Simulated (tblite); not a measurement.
Species: C4H14BGeN.
Bonds: C1–Ge2, Ge2–N3, N3–C4, N3–B5, B5–C6, B5–C7. Hydrogens: H8, H9, H10 on C1; H11, H12 on Ge2; H13, H14, H15 on C4; H16, H17, H18 on C6; H19, H20, H21 on C7.

Computed with GFN2-xTB (tblite), gas phase: L-BFGS steps from a force-field or distance-geometry start until the largest atomic force falls under 0.01 eV/Å.

The end geometry, which sets the zero of energy:
```
atom  x, y, z in Å
C1      2.6772   -0.7291    0.5942
Ge2     1.6912    0.3865   -0.7004
N3     -0.0621    0.6720   -0.1412
C4     -0.3578    1.9929    0.4015
B5     -1.0678   -0.3035   -0.1605
C6     -2.5286    0.0322    0.3755
C7     -0.7753   -1.7660   -0.7026
H8      3.7037   -0.8840    0.2752
H9      2.6901   -0.2445    1.5674
H10     2.1987   -1.6980    0.7038
H11     1.7021   -0.1997   -2.0916
H12     2.2825    1.7765   -0.7908
H13     0.5176    2.6412    0.3317
H14    -0.6509    1.9266    1.4513
H15    -1.1755    2.4621   -0.1490
H16    -2.5108    0.3721    1.4105
H17    -2.9891    0.8345   -0.2005
H18    -3.1975   -0.8237    0.3263
H19     0.2254   -1.8894   -1.1187
H20    -1.4889   -2.0428   -1.4775
H21    -0.8932   -2.4990    0.0949
```

**Question.** These geometries come from the run, each turned onto the end geometry. Order them by energy, lowest first.
A.
```
atom  x, y, z in Å
C1      2.6589   -0.7928    0.5758
Ge2     1.6996    0.3979   -0.6726
N3     -0.0649    0.6906   -0.1510
C4     -0.3817    2.0216    0.3553
B5     -1.0649   -0.2912   -0.1570
C6     -2.5231    0.0383    0.3884
C7     -0.7598   -1.7571   -0.6800
H8      3.7161   -0.8313    0.3264
H9      2.5620   -0.4244    1.5946
H10     2.2594   -1.8027    0.5425
H11     1.7416   -0.1224   -2.0907
H12     2.3150    1.7815   -0.6786
H13     0.4726    2.6909    0.2415
H14    -0.6489    1.9848    1.4134
H15    -1.2259    2.4472   -0.1896
H16    -2.4925    0.4029    1.4141
H17    -3.0028    0.8201   -0.1989
H18    -3.1808   -0.8276    0.3718
H19     0.2111   -1.8541   -1.1676
H20    -1.5175   -2.0908   -1.3871
H21    -0.7827   -2.4644    0.1488
```
B.
```
atom  x, y, z in Å
C1      2.4258   -1.1944    0.1751
Ge2     1.7781    0.6129   -0.2647
N3     -0.0766    0.8092   -0.2156
C4     -0.4961    2.2094   -0.2236
B5     -0.9931   -0.2405   -0.0171
C6     -2.3766   -0.0239    0.7322
C7     -0.6745   -1.7301   -0.4994
H8      3.4127   -1.1367    0.6252
H9      1.7590   -1.6630    0.8959
H10     2.4898   -1.8398   -0.6950
H11     2.3243    1.2062   -1.5500
H12     2.2474    1.5658    0.8167
H13     0.3646    2.8580   -0.0538
H14    -1.2505    2.4202    0.5347
H15    -0.9087    2.4670   -1.2019
H16    -2.4835    0.9546    1.1916
H17    -3.2545   -0.1638    0.1052
H18    -2.4500   -0.7636    1.5304
H19     0.2661   -1.8168   -1.0447
H20    -1.4601   -2.0777   -1.1788
H21    -0.6526   -2.4359    0.3372
```
C.
```
atom  x, y, z in Å
C1      2.6260   -0.8113    0.5605
Ge2     1.6973    0.4046   -0.6836
N3     -0.0624    0.7005   -0.1552
C4     -0.3718    2.0288    0.3585
B5     -1.0566   -0.2862   -0.1514
C6     -2.5233    0.0421    0.3707
C7     -0.7342   -1.7571   -0.6482
H8      3.6983   -0.8003    0.3877
H9      2.4381   -0.4995    1.5853
H10     2.2699   -1.8312    0.4472
H11     1.7293   -0.0924   -2.1092
H12     2.3240    1.7834   -0.6747
H13     0.4658    2.7087    0.1939
H14    -0.5779    1.9975    1.4308
H15    -1.2500    2.4392   -0.1410
H16    -2.5172    0.3850    1.4049
H17    -2.9846    0.8396   -0.2113
H18    -3.1853   -0.8189    0.3181
H19     0.2088   -1.8377   -1.1904
H20    -1.5196   -2.1421   -1.2959
H21    -0.6834   -2.4358    0.2028
```
D.
```
atom  x, y, z in Å
C1      2.3835   -1.0390    0.5932
Ge2     1.5862    0.7283    0.3578
N3      0.1014    0.6531   -0.7049
C4     -0.4682    1.9768   -0.9633
B5     -0.8883   -0.3193   -0.2429
C6     -1.6400   -0.0889    1.1336
C7     -1.2056   -1.6319   -1.0684
H8      3.2678   -0.9779    1.2226
H9      1.6813   -1.7231    1.0628
H10     2.6822   -1.4559   -0.3646
H11     2.5469    1.7003   -0.2623
H12     1.2110    1.3304    1.6916
H13     0.2983    2.5865   -1.4475
H14    -0.8081    2.4915   -0.0532
H15    -1.3208    1.8865   -1.6411
H16    -1.3259    0.8166    1.6536
H17    -2.7208   -0.0647    1.0299
H18    -1.4312   -0.9301    1.7954
H19    -0.6706   -1.7171   -2.0104
H20    -2.2713   -1.6703   -1.2923
H21    -1.0167   -2.5349   -0.4900
```
E.
```
atom  x, y, z in Å
C1      2.5766   -1.0442    0.3824
Ge2     1.6899    0.4503   -0.5542
N3     -0.0793    0.7568   -0.0513
C4     -0.4256    2.1357    0.2791
B5     -1.0536   -0.2519   -0.0387
C6     -2.5634    0.0394    0.3685
C7     -0.6301   -1.7178   -0.4890
H8      3.6456   -0.8542    0.4288
H9      2.2050   -1.1354    1.3995
H10     2.4259   -1.9914   -0.1249
H11     1.7653    0.2863   -2.0570
H12     2.3766    1.7543   -0.2049
H13     0.4763    2.7422    0.3611
H14    -0.9529    2.1893    1.2311
H15    -1.0647    2.5755   -0.4893
H16    -2.6740    0.7902    1.1453
H17    -3.1008    0.4088   -0.5040
H18    -3.0856   -0.8535    0.7070
H19    -0.0012   -1.6959   -1.3820
H20    -1.4809   -2.3593   -0.7071
H21    -0.0580   -2.2083    0.2992
```

**Answer.** A (0.003 eV), C (0.006 eV), E (0.053 eV), B (0.232 eV), D (0.814 eV).

In the order of the answer:

```json
{"step": "203", "E above end (eV)": "0.003", "largest force (eV/Å)": "0.02", "rms force component (eV/Å)": "0.008", "rms distance from end (Å)": "0.094", "rms bond change (Å)": "0.001", "bond most changed (Å)": "Ge2–H11 +0.001"}
{"step": "183", "E above end (eV)": "0.006", "largest force (eV/Å)": "0.03", "rms force component (eV/Å)": "0.010", "rms distance from end (Å)": "0.145", "rms bond change (Å)": "0.001", "bond most changed (Å)": "Ge2–N3 -0.001"}
{"step": "120", "E above end (eV)": "0.053", "largest force (eV/Å)": "0.07", "rms force component (eV/Å)": "0.023", "rms distance from end (Å)": "0.516", "rms bond change (Å)": "0.002", "bond most changed (Å)": "B5–C7 +0.004"}
{"step": "62", "E above end (eV)": "0.232", "largest force (eV/Å)": "0.21", "rms force component (eV/Å)": "0.067", "rms distance from end (Å)": "0.951", "rms bond change (Å)": "0.004", "bond most changed (Å)": "B5–C7 +0.011"}
{"step": "7", "E above end (eV)": "0.814", "largest force (eV/Å)": "0.28", "rms force component (eV/Å)": "0.076", "rms distance from end (Å)": "1.497", "rms bond change (Å)": "0.017", "bond most changed (Å)": "N3–B5 +0.061"}
```

The cost below is that of the whole relaxation. On one thread of an Intel Xeon at 2.70 GHz, shared host with 64 logical CPUs at a one-minute load of 61, this took 2.4 s.
